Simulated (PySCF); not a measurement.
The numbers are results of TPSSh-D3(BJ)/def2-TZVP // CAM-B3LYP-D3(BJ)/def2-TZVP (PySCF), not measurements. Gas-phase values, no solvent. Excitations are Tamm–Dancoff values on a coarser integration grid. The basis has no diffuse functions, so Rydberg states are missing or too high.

Reference species (SMILES): `IB(I)I` (neutral, multiplicity 1).

```json
{
 "HOMO–LUMO gap": "3.91 eV",
 "brightest of the four lowest singlets (TDA)": "4.58 eV"
}
```

Changed species: `BI` (2 of 3 I replaced by H; the reference has 0 of 3 I replaced by H).

**Question.** Predict the effect on the HOMO–LUMO gap and brightest of the four lowest singlets (TDA).

**Answer.** the HOMO–LUMO gap increases by 0.50 eV, to 4.41 eV; the brightest of the four lowest singlets (TDA) rises by 0.85 eV, to 5.43 eV.
